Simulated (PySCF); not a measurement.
As (SMILES [As+]), charge +1, triplet; PySCF with WB97M-V/6-31G*.

Input for PySCF:
```python
from pyscf import gto, scf, dft

mol = gto.Mole()
mol.atom = '''
    As    0.000000    0.000000    0.000000
'''
mol.basis = '6-31g*'
mol.charge = 1
mol.spin = 2
mol.verbose = 4
mol.build()

mf = dft.UKS(mol)
mf.xc = 'wb97m_v'
mf.kernel()
```

Question: What does PySCF print? Leave out banner, timings and long lists.

Answer: 
```
PySCF version 2.14.0

[INPUT] verbose = 4
[INPUT] num. atoms = 1
[INPUT] num. electrons = 32
[INPUT] charge = 1
[INPUT] spin (= nelec alpha-beta = 2S) = 2
[INPUT] symmetry False subgroup None
[INPUT] Mole.unit = angstrom
[INPUT] Symbol           X                Y                Z      unit          X                Y                Z       unit  Magmom
[INPUT]  1 As     0.000000000000   0.000000000000   0.000000000000 AA    0.000000000000   0.000000000000   0.000000000000 Bohr   0.0

nuclear repulsion = 0
number of shells = 12
number of NR pGTOs = 95
number of NR cGTOs = 32
basis = 6-31g*
ecp = {}

******** <class 'pyscf.dft.uks.UKS'> ********
method = UKS
initial guess = minao
damping factor = 0
level_shift factor = 0
DIIS = <class 'pyscf.scf.diis.CDIIS'>
diis_start_cycle = 1
diis_space = 8
diis_damp = 0
SCF conv_tol = 1e-09
SCF conv_tol_grad = None
SCF max_cycles = 50
direct_scf = True
direct_scf_tol = 1e-13
number electrons alpha = 17  beta = 15
XC library pyscf.dft.libxc version 7.1.2
    S. Lehtola, C. Steigemann, M. J. T. Oliveira, and M. A. L. Marques,  SoftwareX 7, 1–5 (2018)
XC functionals = wb97m_v
    N. Mardirossian and M. Head-Gordon,  J. Chem. Phys. 144, 214110 (2016)
radial grids:
    Treutler-Ahlrichs [JCP 102, 346 (1995); DOI:10.1063/1.469408] (M4) radial grids

becke partition: Becke, JCP 88, 2547 (1988); DOI:10.1063/1.454033
pruning grids: <function nwchem_prune>
grids dens level: 3
symmetrized grids: False
atomic radii adjust function: <function treutler_atomic_radii_adjust>
** Following is NLC and NLC Grids **
NLC functional = wb97m_v
radial grids:
    Treutler-Ahlrichs [JCP 102, 346 (1995); DOI:10.1063/1.469408] (M4) radial grids

becke partition: Becke, JCP 88, 2547 (1988); DOI:10.1063/1.454033
pruning grids: <function nwchem_prune>
grids dens level: 3
symmetrized grids: False
atomic radii adjust function: <function treutler_atomic_radii_adjust>
small_rho_cutoff = 0
Set gradient conv threshold to 3.16228e-05
tot grids = 20424
tot grids = 20424
init E= -2234.41854474745

cycle= 1 E= -2235.00623577499  delta_E= -0.588  |g|= 0.215  |ddm|= 0.941
cycle= 2 E= -2235.03997911418  delta_E= -0.0337  |g|= 0.154  |ddm|= 0.587
cycle= 3 E= -2235.04353149317  delta_E= -0.00355  |g|= 0.0169  |ddm|= 0.0528
cycle= 4 E= -2235.0438008213  delta_E= -0.000269  |g|= 0.00373  |ddm|= 0.0463
cycle= 5 E= -2235.04381450318  delta_E= -1.37e-05  |g|= 0.000393  |ddm|= 0.0134
cycle= 6 E= -2235.04381465513  delta_E= -1.52e-07  |g|= 1.6e-05  |ddm|= 0.00174
cycle= 7 E= -2235.04381465545  delta_E= -3.22e-10  |g|= 2.22e-06  |ddm|= 7.51e-05
Extra cycle  E= -2235.04381465545  delta_E= -4.55e-12  |g|= 6.45e-07  |ddm|= 6.72e-06
converged SCF energy = -2235.04381465545  <S^2> = 2.0022898  2S+1 = 3.0015262
```
